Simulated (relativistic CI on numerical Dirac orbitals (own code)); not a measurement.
**Ni²⁺ (3d8) in a crystal field**

Calculated by Dirac-Coulomb-Breit CI, KLI orbitals optimised for each configuration, model QED (radiative potential, 1s self-energy scaled to tabulated hydrogen-like ionisation energies), valence Slater integrals scaled by 0.85, one configuration in a parametric crystal field (own radial code).

Field parameters in Wybourne normalisation: D3d B²₀ = −7Dσ, B⁴₀ = −14Dq − 21Dτ, B⁴₃ = −14√(10/7) Dq; D4h B²₀ = −7Ds, B⁴₀ = 21(Dq − Dt), B⁴₄ = 21√(5/14) Dq; Td as Oh with Dq negative (B⁴₀ = 21Dq, B⁴₄ = √(5/14) B⁴₀). The field is a parameter set, without covalency.

S is read from ⟨S²⟩ = S(S + 1).

Powder χT (cm³ K mol⁻¹) by Van Vleck's formula, with temperature-independent terms:

```tsv
Field	2 K	5 K	10 K	20 K	50 K	100 K	200 K	300 K
D3d, 10Dq = 5250, Dσ = -80, Dτ = -240 cm⁻¹	0.331	0.809	1.28	1.51	1.6	1.63	1.68	1.73
D4h, 10Dq = 8700, Ds = 740, Dt = 540 cm⁻¹	0.11	0.276	0.552	1.02	1.48	1.59	1.64	1.69
D4h, 10Dq = 20700, Ds = -50, Dt = 50 cm⁻¹	1.13	1.13	1.13	1.13	1.13	1.14	1.15	1.16
D4h, 10Dq = 20850, Ds = 1370, Dt = -440 cm⁻¹	1.02	1.1	1.11	1.11	1.12	1.12	1.13	1.14
D4h, 10Dq = 21200, Ds = 2920, Dt = 540 cm⁻¹	0.642	1.03	1.13	1.15	1.16	1.17	1.18	1.19
Td, 10Dq = -5800 cm⁻¹	0.0234	0.0586	0.117	0.234	0.586	1.16	1.99	2.36
Td, 10Dq = -6850 cm⁻¹	0.0225	0.0562	0.112	0.225	0.562	1.12	1.93	2.29
Td, 10Dq = -7050 cm⁻¹	0.0223	0.0558	0.112	0.223	0.558	1.11	1.92	2.28
```

For Td, 10Dq = -6850 cm⁻¹: what effective moment follows at 300 K?

μ_eff = √(8χT) = 4.28 μB. The ground level has S = 1.00; the spin-only moment for S = 1 is 2.83 μB. The difference comes from the orbital moment, spin-orbit mixing of terms and temperature-independent paramagnetism, all larger in this ionic model than in covalent complexes. The ground level is a non-magnetic singlet, so χT starts at zero and rises through temperature-independent paramagnetism and the filling of excited levels.
